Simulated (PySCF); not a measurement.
# Spinor energies of Pt⁻ (platinum, charge -1)

Start: [Xe] 4f14 5d9 6s2; 5d3/2 filled at m_j = -1/2, +1/2, +3/2; 5d5/2 filled at m_j = -5/2, -3/2, -1/2, +1/2, +3/2, +5/2. Calculated with PySCF 2.14 in x2c-TZVPall-2c with one added diffuse shell each of s, p, d type (12s12p11d2f, 117 functions): generalised Hartree-Fock with the X2C-1e Hamiltonian and a Gaussian nucleus; one run each with spin-orbit coupling (SO) screened by Boettger's factors, then bare. This is a chosen level, not necessarily the ground level.

| spinor shell | electrons | ε, screened SO (eV) | ε, bare SO (eV) | weight of nominal j (bare SO) | rms radius, bare SO (bohr) |
| --- | --- | --- | --- | --- | --- |
| 1s1/2 | 2 | -78796.8 | -78795.0 | 1.000 | 0.0194 |
| 2s1/2 | 2 | -13983.9 | -13983.3 | 1.000 | 0.0782 |
| 2p1/2 | 2 | -13379.4 | -13419.2 | 1.000 | 0.0661 |
| 2p3/2 | 4 | -11644.9 | -11632.4 | 1.000 | 0.0742 |
| 3s1/2 | 2 | -3346.6 | -3346.4 | 1.000 | 0.200 |
| 3p1/2 | 2 | -3076.1 | -3084.8 | 1.000 | 0.191 |
| 3p3/2 | 4 | -2688.9 | -2686.1 | 1.000 | 0.207 |
| 3d3/2 | 4 | -2243.7 | -2251.2 | 1.000 | 0.182 |
| 3d5/2 | 6 | -2160.8 | -2156.0 | 1.000 | 0.187 |
| 4s1/2 | 2 | -749.97 | -749.93 | 1.000 | 0.441 |
| 4p1/2 | 2 | -633.97 | -636.11 | 1.000 | 0.446 |
| 4p3/2 | 4 | -540.65 | -539.99 | 1.000 | 0.481 |
| 4d3/2 | 4 | -350.33 | -351.98 | 1.000 | 0.495 |
| 4d5/2 | 6 | -332.63 | -331.61 | 1.000 | 0.508 |
| 5s1/2 | 2 | -113.76 | -113.78 | 1.000 | 1.03 |
| 4f5/2 | 6 | -86.881 | -87.983 | 1.000 | 0.562 |
| 4f7/2 | 8 | -83.551 | -82.730 | 1.000 | 0.566 |
| 5p1/2 | 2 | -73.881 | -74.279 | 0.999 | 1.12 |
| 5p3/2 | 4 | -59.235 | -59.128 | 0.999 | 1.22 |
| 5d3/2 | 3 | -6.059 | -6.230 | 0.971 | 1.79 |
| 5d5/2 | 6 | -4.443 | -4.362 | 0.987 | 1.92 |
| 6s1/2 | 2 | -1.157 | -1.163 | 0.994 | 4.30 |

```
   quantity   screened SO       bare SO
E (hartree)  -18426.61378  -18428.29065
        M_J           3/2           3/2
       ⟨J²⟩         3.764         3.763
       ⟨L²⟩         6.189         6.205
       ⟨S²⟩         0.934         0.951
```

Each row is a mean over spinors that exchange with the open shell spreads, by up to 3.332 eV (5p1/2).

Breit and QED terms are absent; they matter most for the inner s and p1/2 levels.

Densities and radii are taken from the X2C orbitals without a picture-change correction, which distorts them close to the nucleus.
